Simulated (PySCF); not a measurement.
Species: C₅H₁₂Si.
Bonds: C1–C2 (double), C2–Si3, Si3–C4, Si3–C5, Si3–C6. Hydrogens: H7, H8 on C1; H9 on C2; H10, H11, H12 on C4; H13, H14, H15 on C5; H16, H17, H18 on C6.

Computed by this run: PBE0-D3(BJ)/def2-SVP geometry optimisation, gas phase (PySCF); density fitting, grid level 1; the optimiser is geomeTRIC in internal coordinates, started from a GFN2-xTB structure.

At the end of the run (lengths in Å): Si3–C6 1.881, Si3–C5 1.884, Si3–C4 1.884, C2–Si3 1.879, C1–H8 1.096, C1–H7 1.096, C4–H10 1.102, C2–Si3–C4 109.0°, C1–C2–Si3 125.0°, C4–Si3–C5 109.2°, C1–C2–Si3–C4 -121°, H9–C2–Si3–C4 59°, H13–C5–Si3–C2 58°.

**Question.** These geometries were met on the way; a selection of coordinates is given. Order them by energy above the end point, lowest first.
A. Si3–C6 1.910, Si3–C5 1.910, Si3–C4 1.907, C2–Si3 1.897, C1–H8 1.078, C1–H7 1.080, C4–H10 1.086, C2–Si3–C4 107.9°, C1–C2–Si3 124.7°, C4–Si3–C5 110.1°, C1–C2–Si3–C4 -168°, H9–C2–Si3–C4 11°, H13–C5–Si3–C2 73°
B. Si3–C6 1.881, Si3–C5 1.886, Si3–C4 1.881, C2–Si3 1.881, C1–H8 1.096, C1–H7 1.096, C4–H10 1.102, C2–Si3–C4 109.6°, C1–C2–Si3 125.2°, C4–Si3–C5 109.2°, C1–C2–Si3–C4 -144°, H9–C2–Si3–C4 38°, H13–C5–Si3–C2 51°
C. Si3–C6 1.882, Si3–C5 1.883, Si3–C4 1.886, C2–Si3 1.879, C1–H8 1.097, C1–H7 1.097, C4–H10 1.102, C2–Si3–C4 107.5°, C1–C2–Si3 125.9°, C4–Si3–C5 109.2°, C1–C2–Si3–C4 -126°, H9–C2–Si3–C4 52°, H13–C5–Si3–C2 53°
D. Si3–C6 1.884, Si3–C5 1.884, Si3–C4 1.883, C2–Si3 1.885, C1–H8 1.098, C1–H7 1.097, C4–H10 1.102, C2–Si3–C4 108.2°, C1–C2–Si3 123.7°, C4–Si3–C5 110.1°, C1–C2–Si3–C4 -168°, H9–C2–Si3–C4 12°, H13–C5–Si3–C2 72°
E. Si3–C6 1.881, Si3–C5 1.884, Si3–C4 1.884, C2–Si3 1.879, C1–H8 1.096, C1–H7 1.096, C4–H10 1.102, C2–Si3–C4 108.9°, C1–C2–Si3 124.9°, C4–Si3–C5 109.2°, C1–C2–Si3–C4 -121°, H9–C2–Si3–C4 59°, H13–C5–Si3–C2 58°

**Answer.** E (0.000 eV), C (0.011 eV), B (0.029 eV), D (0.066 eV), A (0.149 eV).

```
step  E above end (eV)  rms distance from the end, all atoms (Å)  largest force (eV/Å)  rms shift of all bonds from the end (Å)
  14             0.000                                     0.004                 0.022                                    0.000
  10             0.011                                     0.082                 0.109                                    0.001
   7             0.029                                     0.236                 0.088                                    0.001
   1             0.066                                     0.451                 0.164                                    0.002
   0             0.149                                     0.453                 1.026                                    0.018
```

Rows stand in the order of the answer.
